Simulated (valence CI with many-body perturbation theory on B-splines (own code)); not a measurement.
# E1 line list for Ho XIX

Computed by relativistic CI+MBPT: three valence electrons over a frozen Dirac-Fock core [Kr] 4d10, a basis of 8 s, 8 p, 9 d, 9 f, 6 g, 3 h, 2 i functions for each j, with the one-electron correlation potential Σ1, the two-electron term Σ2, the three-electron term Σ3, Breit, model QED; selected CI, second order for the rest (own B-spline code, finite nucleus).

No measured spectrum was set against this ion. As an estimate, terms of the open shell hold to a few per cent of their energy, and close levels can change places. Core correlation moves these levels by up to 40000 cm⁻¹, and in measured spectra 5 to 20 % of such shifts remained as error; rates that hang on mixing are uncertain with them.

Lines 101 to 150 of 201 in falling wavelength, among levels below 42.123 eV, chosen from the strongest by gf and those to the six lowest levels. Wavelengths and rates use the calculated energies, so an error of 2000 cm⁻¹ moves a line at 39.86 nm by 0.8 % and its rate by three times that or more. Electric multipoles are in the length gauge, E1 and E2 with the static RPA response of the core. Weak lines are less certain than strong ones. Lines between different terms over intervals too small for the method are left out, as are lines whose strength nearly cancels. Where a level lies close to another of its J and parity, the split of strength between their lines is uncertain. The highest levels of a list are the least certain.

Names give the largest LS component (configuration and term), which can be under half, so a name can repeat, a term be missing and a line seem to break the LS rules; names also repeat where a configuration has a term twice. Letters in brackets count levels of one name in rising energy.

```csv
λ vac (nm),Upper,Lower,A (s⁻¹),S (a.u.) with core polarisation,S without
39.86,4f2 5s 4P_1/2,4f3 4D°_1/2,6.60e+04,4.13e-06,4.26e-06
39.86,4f2 5s 2D_5/2,4f3 4D°_5/2,2.65e+04,4.97e-06,4.49e-06
39.85,4f2 5s 4F_9/2,4f3 4F°_9/2,1.78e+04,5.56e-06,6.05e-06
39.81,4f2 5s 2H_9/2,4f3 4F°_7/2,2.33e+03,7.25e-07,8.99e-07
39.80,4f2 5s 2F_7/2,4f3 2D°_5/2,3.04e+03,7.56e-07,4.63e-07
39.75,4f2 5s 4H_11/2,4f3 2H°_9/2 [a],5.11e+03,1.90e-06,2.22e-06
39.70,4f2 5s 2P_1/2,4f3 2D°_3/2 [c],1.57e+05,9.68e-06,7.57e-06
39.68,4f2 5s 2D_3/2,4f3 4D°_5/2,4.22e+04,5.21e-06,5.19e-06
39.66,4f2 5s 4F_5/2,4f3 4F°_5/2,5.70e+04,1.05e-05,9.59e-06
39.61,4f2 5s 2F_7/2,4f3 2G°_9/2 [a],8.65e+04,2.12e-05,1.74e-05
39.33,4f2 5s 2I_13/2,4f3 2I°_13/2,2.14e+05,9.00e-05,8.24e-05
39.32,4f2 5s 4F_7/2,4f3 4F°_7/2,6.76e+04,1.62e-05,1.61e-05
39.31,4f2 5s 4F_3/2,4f3 4F°_3/2,7.86e+04,9.42e-06,8.67e-06
39.30,4f2 5s 2I_11/2,4f3 2I°_13/2,3.78e+03,1.36e-06,2.28e-06
39.28,4f2 5s 2F_5/2,4f3 4G°_7/2 [a],7.71e+04,1.38e-05,1.18e-05
39.21,4f2 5s 4P_3/2,4f3 4D°_1/2,1.62e+04,1.93e-06,1.77e-06
39.19,4f2 5s 4P_1/2,4f3 4D°_3/2,2.73e+04,1.62e-06,1.78e-06
39.05,4f2 5s 2I_13/2,4f3 2L°_15/2,6.17e+03,2.54e-06,1.76e-06
38.99,4f2 5s 4F_9/2,4f3 4F°_7/2,2.91e+03,8.52e-07,7.79e-07
38.93,4f2 5s 2H_9/2,4f3 2H°_9/2 [a],9.99e+03,2.91e-06,1.52e-06
38.91,4f2 5s 4P_5/2,4f3 4D°_7/2,2.24e+04,3.90e-06,3.34e-06
38.89,4f2 5s 2D_5/2,4f3 2D°_5/2,7.50e+04,1.31e-05,1.01e-05
38.88,4f2 5s 2H_11/2,4f3 2H°_11/2 [a],5.13e+04,1.79e-05,1.31e-05
38.87,4f2 5s 4F_5/2,4f3 4F°_3/2,4.13e+04,7.18e-06,7.08e-06
38.85,4f2 5s 4F_7/2,4f3 4F°_5/2,2.19e+04,5.06e-06,5.10e-06
38.72,4f2 5s 2D_3/2,4f3 2D°_5/2,7.62e+04,8.74e-06,6.86e-06
38.56,4f2 5s 4P_3/2,4f3 4D°_3/2,4.48e+04,5.06e-06,5.62e-06
38.55,4f2 5s 2F_7/2,4f3 4G°_9/2,2.99e+04,6.77e-06,6.16e-06
38.50,4f2 5s 4P_3/2,4f3 4D°_5/2,1.36e+04,1.53e-06,1.46e-06
38.46,4f2 5s 4F_7/2,4f3 2H°_9/2 [a],5.13e+03,1.15e-06,1.25e-06
38.42,4f2 5s 2I_13/2,4f3 2I°_11/2,6.42e+04,2.52e-05,2.49e-05
38.39,4f2 5s 2I_11/2,4f3 2I°_11/2,2.02e+05,6.79e-05,6.54e-05
38.29,4f2 5s 2G_7/2,4f3 4F°_7/2,3.76e+03,8.33e-07,7.41e-07
38.21,4f2 5s 2D_3/2,4f3 2P°_1/2,6.01e+04,6.62e-06,5.39e-06
38.15,4f2 5s 4F_9/2,4f3 2H°_9/2 [a],4.94e+04,1.35e-05,1.32e-05
38.15,4f2 5s 2F_5/2,4f3 4F°_7/2,4.18e+04,6.88e-06,6.25e-06
38.08,4f2 5s 2G_9/2,4f3 2H°_11/2 [a],5.05e+03,1.38e-06,8.18e-07
37.97,4f2 5s 4H_9/2,4f3 4I°_11/2,1.38e+04,3.72e-06,3.48e-06
37.94,4f2 5s 4P_5/2,4f3 2D°_3/2 [b],7.11e+03,1.15e-06,7.46e-07
37.89,4f2 5s 4H_11/2,4f3 4I°_13/2,1.72e+04,5.55e-06,4.88e-06
37.87,4f2 5s 2P_1/2,4f3 4D°_1/2,2.93e+04,1.57e-06,1.29e-06
37.85,4f2 5s 2G_7/2,4f3 4F°_5/2,3.58e+03,7.66e-07,8.10e-07
37.82,4f2 5s 2G_9/2,4f3 4F°_9/2,5.15e+04,1.37e-05,1.24e-05
37.73,4f2 5s 4H_13/2,4f3 4I°_15/2,1.72e+04,6.39e-06,5.57e-06
37.71,4f2 5s 2F_5/2,4f3 4F°_5/2,7.09e+03,1.13e-06,1.09e-06
37.69,4f2 5s 2D_5/2,4f3 2D°_3/2 [a],2.05e+04,3.25e-06,3.58e-06
37.59,4f2 5s 4P_3/2,4f3 2D°_5/2,1.48e+04,1.55e-06,1.04e-06
37.53,4f2 5s 2D_3/2,4f3 2D°_3/2 [a],1.13e+05,1.18e-05,9.74e-06
37.53,4f2 5s 4P_5/2,4f3 4D°_3/2,3.32e+04,5.20e-06,5.08e-06
37.47,4f2 5s 2G_7/2,4f3 2H°_9/2 [a],8.39e+04,1.74e-05,1.46e-05
```
